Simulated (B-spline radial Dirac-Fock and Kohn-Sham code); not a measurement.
Compton profile of Co³⁺

System: Co³⁺, configuration [Ar] 3d6.

The computed values come from a B-spline atomic structure program: the impulse approximation on Dirac-Fock densities. pz is in atomic units of momentum; subshell profiles are per electron, for a selection of subshells; open shells are spread over both j values by their weights.

| pz | J total | J 1s1/2 | J 2p3/2 | J 3p3/2 | J 3d5/2 |
| --- | --- | --- | --- | --- | --- |
| 1 | 3.227 | 0.0317 | 0.0620 | 0.194 | 0.166 |
| 1.2 | 3.050 | 0.0316 | 0.0619 | 0.183 | 0.161 |
| 1.4 | 2.843 | 0.0316 | 0.0618 | 0.169 | 0.153 |
| 1.6 | 2.617 | 0.0315 | 0.0617 | 0.152 | 0.144 |
| 1.8 | 2.383 | 0.0314 | 0.0615 | 0.134 | 0.132 |
| 2 | 2.152 | 0.0313 | 0.0613 | 0.116 | 0.120 |
| 2.5 | 1.636 | 0.0310 | 0.0604 | 0.0744 | 0.0900 |
| 3 | 1.246 | 0.0306 | 0.0589 | 0.0434 | 0.0648 |
| 4 | 0.7863 | 0.0297 | 0.0544 | 0.0128 | 0.0320 |
| 5 | 0.5591 | 0.0286 | 0.0480 | 0.00505 | 0.0156 |
| 7 | 0.3296 | 0.0259 | 0.0331 | 0.00396 | 0.00386 |
| 10 | 0.1628 | 0.0213 | 0.0156 | 0.00254 | 0.000575 |
| 15 | 0.06026 | 0.0138 | 0.00376 | 0.000630 | 4.06e-05 |
| 20 | 0.02725 | 0.00831 | 0.000953 | 0.000153 | 4.77e-06 |
| 30 | 0.007354 | 0.00280 | 9.06e-05 | 1.37e-05 | < 1e-6 |
| 40 | 0.002400 | 0.000985 | 1.36e-05 | 2.00e-06 | < 1e-6 |
| 60 | 0.0003832 | 0.000166 | < 1e-6 | < 1e-6 | < 1e-6 |
| 100 | 2.938e-05 | 1.30e-05 | < 1e-6 | < 1e-6 | < 1e-6 |

Question: What is the peak value J(0), and which subshell contributes most to it?

Answer: J(0) = 3.599. The 3p3/2 subshell gives the largest part, 23 %.

Mean momentum ⟨p⟩ by subshell (a.u.): 1s1/2 23.0, 2s1/2 7.66, 2p1/2 10.3, 2p3/2 10.2, 3s1/2 3.12, 3p1/2 3.64, 3p3/2 3.60, 3d3/2 3.76, 3d5/2 3.74.
